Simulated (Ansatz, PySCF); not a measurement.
Si(Cl)2(GeH3)(OH) (Cl2GeH4OSi), SMILES Cl[Si](Cl)(O)[GeH3]. Atoms are numbered in the order given.

```xyz
9

O      0.9933     0.0076     1.8511
Si     0.4895     0.1311     0.2832
Cl     1.3990    -1.3383    -0.8760
Cl     1.0708     1.9648    -0.5103
Ge    -1.8692    -0.0954     0.2123
H      1.9388     0.0811     2.0384
H     -2.5259     1.0194     1.0470
H     -2.3254     0.0243    -1.2530
H     -2.2781    -1.4727     0.7662
```

Coordinates come from a B3LYP-D3(BJ)/def2-SVP optimisation. One conformer was computed; it need not be the lowest.

Two levels are set side by side: PBE-D3(BJ)/def2-SVP (Ansatz, a program for electronic structure) and B3LYP-D3(BJ)/def2-SVP (Ansatz). Each level has its own optimised geometry; the coordinates shown are those of the second. Frequencies come from the Hessian of PySCF at each geometry. Differences are taken from unrounded values.

```csv
quantity,B3LYP-D3(BJ),PBE-D3(BJ),PBE-D3(BJ) minus B3LYP-D3(BJ)
mean bond length (Å),1.721,1.729,0.008
bond O1–Si2 (Å),1.651,1.665,0.014
bond Si2–Cl3 (Å),2.081,2.086,0.005
bond Si2–Cl4 (Å),2.081,2.086,0.005
bond Si2–Ge5 (Å),2.371,2.373,0.002
bond O1–H6 (Å),0.967,0.975,0.009
bond Ge5–H7 (Å),1.540,1.548,0.009
bond Ge5–H8 (Å),1.539,1.548,0.008
bond Ge5–H9 (Å),1.540,1.548,0.009
highest harmonic wavenumber (cm⁻¹),3845,3734,-111
mean harmonic wavenumber (cm⁻¹),866,842,-23
zero-point energy (kcal/mol),25.98,25.28,-0.70
```

GGA bonds tend to be longer and softer than those of functionals with exact exchange. Differences between two approximate levels are no errors against the true value.
